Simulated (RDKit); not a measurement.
Input file for RDKit: UFF on H3NO2S (a complex), monomers drawn apart or pushed together.

```python
from rdkit import Chem
from rdkit.Chem import AllChem, rdDetermineBonds

blocks = [
'''4

N     0.01650301    0.00067770    0.62235179
H    -0.30499019   -0.92669669    0.36976459
H    -0.77807602    0.63016042    0.63148065
H     0.67795129    0.32053403   -0.07512107
''',
'''3

O    -0.17885389    0.91574267    3.94338478
S     0.68313023   -0.17452930    3.55124473
O     0.17178028   -1.51502802    3.71547978
''',
]
mol = None
for b in blocks:
    f = Chem.MolFromXYZBlock(b)
    rdDetermineBonds.DetermineBonds(f, charge=0)
    mol = f if mol is None else Chem.CombineMols(mol, f)
Chem.SanitizeMol(mol)
print(Chem.MolToSmiles(Chem.RemoveHs(mol)))
ff = AllChem.UFFGetMoleculeForceField(mol, vdwThresh=100.0, ignoreInterfragInteractions=False)
e = ff.CalcEnergy()
print(f'UFF energy {e:.6f} kcal/mol')
```

The log:

```
N.O=[S+][O-]
UFF energy 13.425976 kcal/mol
```

The run finished.

Cost: around 0.04 core-seconds (rough).
